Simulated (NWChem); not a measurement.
System: TlCl; SMILES [Cl][Tl]

Parts of the log:

```
             Northwest Computational Chemistry Package (NWChem) 7.3.0
             --------------------------------------------------------

 ORDER OF PRIMARY AXIS IS BEING SET TO 4
 C4V symmetry detected

                             Geometry "geometry" -> ""
                             -------------------------

 Output coordinates in angstroms (scale by  1.889725989 to convert to a.u.)

  No.       Tag          Charge          X              Y              Z
 ---- ---------------- ---------- -------------- -------------- --------------
    1 Tl                  81.0000     0.00000000     0.00000000    -0.43705768
    2 Cl                  17.0000     0.00000000     0.00000000     2.08245132

 Effective nuclear repulsion energy (a.u.)     289.2139190106

      Symmetry information
      --------------------

 Group name             C4v
 Group number             18
 Group order               8
 No. of unique centers     2

 Summary of "ao basis" -> "ao basis" (spherical)
 ------------------------------------------------------------------------------
       Tag                 Description            Shells   Functions and Types
 ---------------- ------------------------------  ------  ---------------------
 Tl                        def2-tzvpd               18       56   7s5p4d2f
 Cl                        def2-tzvpd               16       46   6s6p3d1f

      Symmetry analysis of basis
      --------------------------

        a1         34
        a2          0
        b1         10
        b2         10
        e          48

            General Information
            -------------------
          SCF calculation type: DFT
          Wavefunction type:  closed shell.
          No. of atoms     :     2
          No. of electrons :    38
           Alpha electrons :    19
            Beta electrons :    19
          Charge           :     0
          Spin multiplicity:     1
          Use of symmetry is: on ; symmetry adaption is: on
          Maximum number of iterations: 150
          AO basis - number of functions:   102
                     number of shells:    34
          Convergence on energy requested:  1.00D-06
          Convergence on density requested:  1.00D-05
          Convergence on gradient requested:  5.00D-04

              XC Information
              --------------
          PerdewBurkeErnzerhof Exchange Functional  1.000
            Perdew 1991 LDA Correlation Functional  1.000 local
           PerdewBurkeErnz. Correlation Functional  1.000 non-local

             Grid Information
             ----------------
          Grid used for XC integration:  medium
          Radial quadrature: Mura-Knowles
          Angular quadrature: Lebedev.
          Tag              B.-S. Rad. Rad. Pts. Rad. Cut. Ang. Pts.
          ---              ---------- --------- --------- ---------
          Tl                  1.90      123          13.0       590
          Cl                  1.00       88          14.0       590
          Grid pruning is: on
          Number of quadrature shells:   211
          Spatial weights used:  Erf1

      Superposition of Atomic Density Guess
      -------------------------------------

 Sum of atomic energies:        -654.71496120

      Non-variational initial energy
      ------------------------------

 Total energy =    -630.933039
 1-e energy   =   -1086.068816
 2-e energy   =     380.154390
 HOMO         =      -0.328056
 LUMO         =       0.000540

      Symmetry analysis of molecular orbitals - initial
      -------------------------------------------------

 !! scf_movecs_sym_adapt:   20 vectors were symmetry contaminated

  Symmetry fudging

 !! scf_movecs_sym_adapt:   18 vectors were symmetry contaminated

  Numbering of irreducible representations:

     1 a1          2 a2          3 b1          4 b2          5 e

  Orbital symmetries:

     1 a1          2 a1          3 a1          4 e           5 e
     6 a1          7 a1          8 e           9 e          10 a1
    11 a1         12 e          13 e          14 b1         15 b2
    16 a1         17 e          18 e          19 a1         20 e
    21 e          22 a1         23 a1         24 a1         25 b2
    26 b1         27 e          28 e          29 e

     ---------------------------------------------
      Total Density - Mulliken Population Analysis
     ---------------------------------------------

    Atom       Charge   Shell Charges
 -----------   ------   -------------------------------------------------------
    1 Tl  21    20.19   0.06 -0.56  1.74  0.78  1.06  0.90  0.03 -0.55  6.49  0.14  0.08  0.01  9.07  0.90  0.04  0.00  0.01  0.00
    2 Cl  17    17.81   2.01  0.45  1.51  1.13  0.87 -0.01  4.20  1.68  1.16  3.09  1.68  0.02  0.00  0.01  0.01  0.00

   convergence    iter        energy       DeltaE   RMS-Dens  Diis-err
 ---------------- ----- ----------------- --------- --------- ---------
 d= 0,ls=0.0,diis     1   -632.5965703762 -7.08D+02  2.06D-02  9.37D-01
 d= 0,ls=0.0,diis     2   -631.7275913259  8.69D-01  1.57D-02  5.65D+00
 d= 0,ls=0.0,diis     3   -632.6416102829 -9.14D-01  3.48D-03  1.24D-01
 d= 0,ls=0.0,diis     4   -632.6599649061 -1.84D-02  9.15D-04  2.11D-02
 d= 0,ls=0.0,diis     5   -632.6609305547 -9.66D-04  3.95D-04  5.53D-03
  Resetting Diis
 d= 0,ls=0.0,diis     6   -632.6616546441 -7.24D-04  1.54D-04  3.65D-04
 d= 0,ls=0.0,diis     7   -632.6617185031 -6.39D-05  8.12D-05  1.18D-05
 d= 0,ls=0.0,diis     8   -632.6617156982  2.80D-06  4.93D-05  3.06D-05
 d= 0,ls=0.0,diis     9   -632.6617197437 -4.05D-06  1.07D-05  1.95D-06
 d= 0,ls=0.0,diis    10   -632.6617199885 -2.45D-07  1.44D-06  2.70D-08

         Total DFT energy =     -632.661719988457
      One electron energy =    -1087.603280345647
           Coulomb energy =      423.022285812869
    Exchange-Corr. energy =      -43.062111865846
 Nuclear repulsion energy =       74.981386410167

 Numeric. integr. density =       37.999999922968

                  Occupations of the irreducible representations
                  ----------------------------------------------

                     irrep           alpha         beta
                     --------     --------     --------
                     a1                9.0          9.0
                     a2                0.0          0.0
                     b1                1.0          1.0
                     b2                1.0          1.0
                     e                 8.0          8.0

                       DFT Final Molecular Orbital Analysis
                       ------------------------------------

 Vector   17  Occ=2.000000D+00  E=-2.426457D-01  Symmetry=e
              MO Center= -8.3D-16,  4.0D-15,  2.0D+00, r^2= 1.5D+00
   Bfn.  Coefficient  Atom+Function         Bfn.  Coefficient  Atom+Function
  ----- ------------  ---------------      ----- ------------  ---------------
    73      0.515561  2 Cl py                76      0.350318  2 Cl py
    70      0.244156  2 Cl py                64     -0.202555  2 Cl py
    67     -0.091459  2 Cl py                24     -0.078685  1 Tl d -1
    18      0.077210  1 Tl py                12     -0.073759  1 Tl py
    15      0.064430  1 Tl py                79      0.049923  2 Cl py

 Vector   18  Occ=2.000000D+00  E=-2.426457D-01  Symmetry=e
              MO Center=  2.1D-14, -3.5D-15,  2.0D+00, r^2= 1.5D+00
   Bfn.  Coefficient  Atom+Function         Bfn.  Coefficient  Atom+Function
  ----- ------------  ---------------      ----- ------------  ---------------
    72      0.515561  2 Cl px                75      0.350318  2 Cl px
    69      0.244156  2 Cl px                63     -0.202555  2 Cl px
    66     -0.091459  2 Cl px                26      0.078685  1 Tl d  1
    17      0.077210  1 Tl px                11     -0.073759  1 Tl px
    14      0.064430  1 Tl px                78      0.049923  2 Cl px

 Vector   19  Occ=2.000000D+00  E=-2.384227D-01  Symmetry=a1
              MO Center= -5.9D-15, -4.4D-15,  1.0D+00, r^2= 3.9D+00
   Bfn.  Coefficient  Atom+Function         Bfn.  Coefficient  Atom+Function
  ----- ------------  ---------------      ----- ------------  ---------------
    74      0.458367  2 Cl pz                 5      0.330655  1 Tl s
    77      0.282120  2 Cl pz                 6      0.268828  1 Tl s
     3     -0.255082  1 Tl s                 71      0.212507  2 Cl pz
    13      0.193065  1 Tl pz                65     -0.177187  2 Cl pz
    19     -0.176157  1 Tl pz                16     -0.170312  1 Tl pz

 Vector   20  Occ=0.000000D+00  E=-9.116958D-02  Symmetry=e
              MO Center= -4.4D-15,  2.3D-15, -4.7D-01, r^2= 4.6D+00
   Bfn.  Coefficient  Atom+Function         Bfn.  Coefficient  Atom+Function
  ----- ------------  ---------------      ----- ------------  ---------------
    18      0.472358  1 Tl py                12     -0.314074  1 Tl py
    21      0.288515  1 Tl py                15      0.283051  1 Tl py
    17     -0.282588  1 Tl px                11      0.187895  1 Tl px
    20     -0.172604  1 Tl px                14     -0.169335  1 Tl px
    73     -0.117181  2 Cl py                76     -0.106267  2 Cl py

[...]

                         DFT ENERGY GRADIENTS

    atom               coordinates                        gradient
                 x          y          z           x          y          z
   1 Tl      0.000000   0.000000  -0.825919    0.000000   0.000000   0.001192
   2 Cl      0.000000   0.000000   3.935262    0.000000   0.000000  -0.001192
```

Level: PBE/def2-TZVPD with def2 effective core potentials on Tl. Structure relaxed at the PBE0/def2-SVP level. def2 effective core potentials on Tl; no spin-orbit coupling.

Question: Reconstruct the input file.

Answer: Several could match; the one computed here: the input that was run:
```
start job
memory heap 200 mb stack 700 mb global 900 mb
geometry units angstroms noautoz
  Tl     0.000000     0.000000    -0.413524
  Cl     0.000000     0.000000     2.105985
end
basis spherical
  Tl library def2-tzvpd
  Cl library def2-tzvpd
end
ecp
  Tl library def2-ecp
end
dft
  xc xpbe96 cpbe96
  iterations 150
  mulliken
end
task dft gradient
```
